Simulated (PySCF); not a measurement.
Input for PySCF: U-HF/LANL2DZ on FH3Sn (SMILES [F][SnH3]), a point of a bond scan (R = 2.329 Å).

```python
from pyscf import gto, scf, dft, mp
from pyscf.data.elements import chemcore

mol = gto.M(
    atom='''
    Sn   -0.23519491   -0.07216408   -0.08673068
    F     1.86436497    0.57203696    0.68750481
    H     0.08984727   -1.18217036   -1.33958590
    H    -0.96056705    1.37602894   -0.61963295
    H    -0.99947951   -0.76768566    1.26956257
    ''',
    basis='lanl2dz',
    ecp={'Sn': 'lanl2dz'},
    charge=0, spin=0, verbose=3, max_memory=1800)
mf = scf.UHF(mol)
mf.conv_tol = 1e-8
mf.max_cycle = 100
mf.init_guess_breaksym = True
mf.kernel()
if not mf.converged:
    mf = mf.newton().run(mf.mo_coeff, mf.mo_occ)
for _ in range(4):
    mo, _, stable, _ = mf.stability(return_status=True)
    if stable:
        break
    mf.kernel(mf.make_rdm1(mo, mf.mo_occ))
```

The log:

```
converged SCF energy = -104.396134055087  <S^2> = 2.3383873e-10  2S+1 = 1
<class 'pyscf.scf.uhf.UHF'> wavefunction is stable in the internal stability analysis
```

The run converged.

Cost: very roughly 0.6 core-seconds.
